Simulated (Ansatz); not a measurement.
System: 2,2-difluoropropanal, C$_{3}$H$_{4}$F$_{2}$O (charge 0, singlet). SMILES: CC(F)(F)C=O
Structure (B3LYP-D3(BJ)/def2-TZVP (Ansatz, a first-principles code) minimum search):
```
C
F 1 1.3754
F 1 1.3754 2 106.16
C 1 1.4977 2 110.86 3 120.47
H 4 1.0884 1 109.77 2 -179.11
H 4 1.0884 5 108.70 1 120.08
H 4 1.0890 5 109.80 6 120.14
C 1 1.5361 2 105.97 3 -112.39
O 8 1.1968 1 123.57 2 -123.74
H 8 1.1067 9 123.17 1 180.00
```
Charge 0, spin multiplicity 1.

Wanted: atomisation energy (electronic, to ground-state atoms), in kcal/mol. Correlated levels leave the core frozen unless marked. Open shells are spin-unrestricted. No spin-orbit coupling. No relativistic terms. The coupled-cluster limit lacks core correlation, which all-electron functionals hold. CBS marks a two-point X^-3 extrapolation of the correlation energy; Hartree-Fock from the larger set. The bracket is a focal-point correction in the basis named.

```json
[
 {"level": "PBE-D3(BJ)/def2-TZVPD", "program": "Ansatz + dftd3", "atomisation energy (kcal/mol)": "1032.3"},
 {"level": "LC-wPBE-D3(BJ)/def2-TZVPD", "program": "Ansatz + dftd3", "atomisation energy (kcal/mol)": "…"},
 {"level": "SCS-MP2/6-31G*", "program": "Ansatz", "atomisation energy (kcal/mol)": "932.4"},
 {"level": "CCSD/cc-pVTZ", "program": "Ansatz", "atomisation energy (kcal/mol)": "948.8"},
 {"level": "RI-MP2/CBS(cc-pVTZ,cc-pVQZ)+[CCSD(T)-MP2]/cc-pVTZ", "program": "Ansatz", "atomisation energy (kcal/mol)": "995.1"}
]
```

**Question.** Fill in the missing entries.

**Answer.** 
- LC-wPBE-D3(BJ)/def2-TZVPD, atomisation energy (kcal/mol): 1002.5
